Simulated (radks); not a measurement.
Problem. The platinum ion Pt4+ is in [Xe] 4f14 5d6. All-electron calculation, scalar-relativistic Kohn-Sham, r2SCAN, spin-polarised, spherical densities, finite nucleus; meta-GGA in the generalised Kohn-Sham scheme; Fermi nuclear charge, rms radius of each element as measured or else 0.836 A^(1/3) + 0.57 fm. Program: a radial shooting solver on a logarithmic mesh with Libxc functionals. Open shells are filled with parallel spins first. One electron is removed from 5p, 5d, 5s, 4f in turn, with full relaxation. Which removal costs least, and what does each cost?

Solution. 5d 57.100 eV; 5p 113.83 eV; 4f 136.04 eV; 5s 161.93 eV. The 5d electron leaves first.
